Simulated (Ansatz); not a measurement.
Ansatz results at the PBE0-D4/def2-TZVP geometry: size of the dipole moment (ωB97M-V/def2-TZVPP) 2.63 D; zero-point energy (PBE0-D4/def2-TZVP) 132.6 kJ/mol; ideal-gas entropy at 298 K and 1 bar (rigid rotor, harmonic PBE0-D4/def2-TZVP) 369 J/(mol·K).

Each molecule was computed in one conformer, which needn't be the lowest.

Q: Which molecule gave them?
A. `N[Si]([O])(F)F`•
B. `Cl[Si](Cl)Cl`•
C. `[OH][Ge]([F])[F]`•
D. `C[N][Si](F)(F)F`•

A: D. The others give `Cl[Si](Cl)Cl`•: 0.64, 13.3, 320; `[OH][Ge]([F])[F]`•: 2.86, 46.3, 320; `N[Si]([O])(F)F`•: 2.72, 92.2, 331.
